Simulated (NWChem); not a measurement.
Species: CH2BrF; SMILES FCBr

```xyz
5

F      0.4146     1.9669     0.0000
C     -0.6149     1.0858     0.0000
Br     0.0630    -0.7684     0.0000
H     -1.2085     1.1967     0.9076
H     -1.2085     1.1967    -0.9076
```
Atoms are numbered in this order, from 1.

Computed with NWChem. Pople sets run with spherical d functions. All runs use the structure optimised with B3LYP/6-31G* (spherical d). Vzz is the largest principal value of the second derivative of the potential at the nucleus (NWChem prints the opposite sign); η is the asymmetry. Non-relativistic.

| level | Vzz Br3 (a.u.) | η Br3 | relative time |
|---|---|---|---|
| PBE0/cc-pVTZ | 6.930 | 0.07 | 20 |
| PBE0/def2-SVP | 7.011 | 0.07 | 1 |
| CAM-B3LYP/cc-pVTZ | 7.142 | 0.07 | 40 |
| CAM-B3LYP/6-31G* | 6.666 | 0.06 | 2 |

The last column is a rough cost ratio, cheapest run = 1.
